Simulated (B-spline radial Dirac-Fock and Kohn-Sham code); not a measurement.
**Satellites and hypersatellites of the K lines of Ni**

System: the Ni atom, configuration [Ar] 3d8 4s2.

Input of the calculation (task.json; shells as n, l, electrons):

```json
{"items": [{
  "Z": 28,
  "q": 0,
  "cfg": [[1, 0, 2], [2, 0, 2], [2, 1, 6], [3, 0, 2], [3, 1, 6], [3, 2, 8], [4, 0, 2]],
  "A": 58,
  "rrms": 3.7757,
  "do": ["binding", "quiet", "double"]
}]}
```

Launch: `python xray_run.py task.json out`

Model: ΔSCF Dirac-Fock with Breit, self-energy and vacuum polarisation, finite nucleus, configuration average. Program: a radial atomic solver. Each two-hole energy is an average over J within one jj subconfiguration, not an observable level; in light atoms, where LS coupling holds, the j-resolved values are not observed lines, and for a K spectator the Kα1 hypersatellite is nearly forbidden. No correlation.

Lines without a spectator: Kα2 (K-L2) 7459.4 eV, Kα1 (K-L3) 7476.5 eV, Kβ3 (K-M2) 8260.8 eV, Kβ1 (K-M3) 8262.9 eV. Shifts in eV with one spectator hole (a dash: not computed, or left out as unreliable):

| spectator hole | Kα2 | Kα1 | Kβ3 | Kβ1 |
| --- | --- | --- | --- | --- |
| K (1s) | +295.5 | +298.1 | +367.9 | +368.4 |
| L2 (2p1/2) | +27.79 | +34.0 | – | +75.0 |
| L3 (2p3/2) | +31.4 | +30.2 | +72.2 | – |
| M2 (3p1/2) | – | +2.42 | +4.65 | +6.31 |
| M3 (3p3/2) | +2.18 | – | +5.89 | +5.44 |

With n spectator holes in 2p, averaged over the 2p shell (energies in eV):

```tsv
n	KαLⁿ	step	hypersatellite KαʰLⁿ
0	7470.8	–	7768.1
1	7502.2	+31.4	7800.5
2	7534.5	+32.4	7834.0
3	7567.9	+33.4	7868.6
4	7602.4	+34.4	7904.2
5	7637.9	+35.5	7940.9
```
